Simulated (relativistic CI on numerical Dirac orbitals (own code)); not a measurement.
## Charge states of terbium

Computed by Dirac-Coulomb-Breit CI, separate exchange-only KLI orbitals for each configuration, QED by a radiative potential, valence Slater integrals scaled by 0.9 (own radial code, finite nucleus).

Each species is treated in one configuration, given outside its closed core. Radial values are for the open shell of highest l, unscaled and averaged over j; ζ includes the Breit term. Labels give the leading LS character, summed over repeated terms.

```tsv
Ion	Configuration	Its lowest level	LS weight (%)	ζ (cm⁻¹)	⟨r⟩ (bohr)	⟨r²⟩ (bohr²)	Next level	E (cm⁻¹)
Tb	4f9 6s2	6H°_15/2	94	1624	0.9027	1.138	6H°_13/2	2859.4
Tb+	4f9 6s	7H°_8	95	1612	0.8962	1.103	5H°_7	1452.3
Tb2+	4f9	6H°_15/2	95	1595	0.886	1.055	6H°_13/2	2820
Tb3+	4f8	7F_6	96	1700	0.8249	0.878	7F_5	2035.6
Tb4+	4f7	8S°_7/2	97	1817	0.7797	0.7648	6P°_7/2	36971
Tb11+	4d10 4f6 5s2	7F_0	92	1990	0.6917	0.5729	7F_1	610.78
Tb12+	4d10 4f5 5s2	6H°_5/2	94	2137	0.6698	0.5335	6H°_7/2	1977.8
Tb13+	4d10 4f4 5s2	5I_4	95	2289	0.65	0.4994	5I_5	3475
Tb14+	4d10 4f5	6H°_5/2	94	2228	0.652	0.501	6H°_7/2	2062.3
Tb15+	4d10 4f4	5I_4	95	2382	0.6342	0.4716	5I_5	3617
Tb16+	4d10 4f3	4I°_9/2	94	2539	0.6178	0.4456	4I°_11/2	5726.9
Tb17+	4d10 4f2	3H_4	93	2701	0.6026	0.4224	3H_5	8059.2
Tb18+	4d10 4f	2F°_5/2	100	2867	0.5886	0.4015	2F°_7/2	10079
Tb19+	4d10	1S_0	100					
Tb20+	4d9	2D_5/2	100	24080	0.5608	0.3599	2D_3/2	60306
Tb21+	4d8	3F_4	92	24700	0.5547	0.3519	J = 2 (mixed)	21381
Tb22+	4d7	4F_9/2	72	25340	0.5487	0.3442	J = 3/2 (mixed)	29809
Tb23+	4d6	5D_4	55	25990	0.5429	0.3369	J = 2 (mixed)	17991
Tb24+	4d5	J = 5/2 (mixed)	42	26640	0.5373	0.3298	J = 5/2 (mixed)	45214
Tb25+	4d4	3P_0	52	27300	0.5318	0.323	5D_1	45956
Tb26+	4d3	4F_3/2	62	27970	0.5264	0.3165	4F_5/2	50318
Tb27+	4d2	3F_2	80	28650	0.5212	0.3102	3P_0	49149
Tb28+	4d	2D_3/2	100	29340	0.516	0.3041	2D_5/2	73548
Tb29+	3d10 4s2 4p6	1S_0	100
```

With one configuration, terms of near-neutral atoms and ions can be 10 to 25 % off, and close levels can change places.

At low charge ζ of a weakly bound d or f electron comes out too small.
